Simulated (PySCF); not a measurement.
bis(trichlorosilyl)methane (CH2Cl6Si2), SMILES Cl[Si](Cl)(Cl)C[Si](Cl)(Cl)Cl.

The structure is a stationary point at PBE0-D3(BJ)/def2-SVP. The isomer is the one that the SMILES or the coordinates give; other isomers of the formula were not compared. The values are those of a single conformer.

All values below come from PySCF with ωB97X/def2-SVP.

The molecule is in vacuum.

Computed frontier levels, gap, dipole moment and polarisability:
```yaml
highest_occupied_level: -11.64 eV
lowest_empty_level: 2.12 eV
orbital_gap: 13.77 eV
dipole_moment: 1.56 D
quadrupole, principal values (traceless, Buckingham form, about the centre of nuclear charge): -6.71, 1.90, 4.81 D·Å
mean_static_polarisability: 96.7 bohr³ (14.33 Å³)
polarisability_principal_values: 91.7, 96.0, 102.4 bohr³
```
